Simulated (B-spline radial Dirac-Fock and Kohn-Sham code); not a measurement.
## X-ray form factors of barium in several charge states

Calculated with an atomic code on a B-spline grid, using Dirac-Fock orbitals of the configuration average with a finite nucleus.

Configurations: Ba³⁵⁺ [Ar] 3d3; Ba³⁶⁺ [Ar] 3d2; Ba³⁸⁺ [Ne] 3s2 3p6; Ba³⁹⁺ [Ne] 3s2 3p5. The first column is f₀ of Ba³⁵⁺, the others are differences from it.

```
s (Å⁻¹)   Ba³⁵⁺  Δ Ba³⁶⁺  Δ Ba³⁸⁺  Δ Ba³⁹⁺
      0  21.000   -1.000   -3.000   -4.000
    0.1  20.930   -0.994   -2.983   -3.977
    0.2  20.720   -0.977   -2.934   -3.909
    0.3  20.379   -0.949   -2.853   -3.797
    0.4  19.914   -0.911   -2.743   -3.646
    0.5  19.340   -0.865   -2.609   -3.461
    0.7  17.928   -0.752   -2.282   -3.012
    0.9  16.284   -0.625   -1.910   -2.500
    1.1  14.555   -0.496   -1.530   -1.979
    1.4  12.075   -0.320   -1.006   -1.266
```
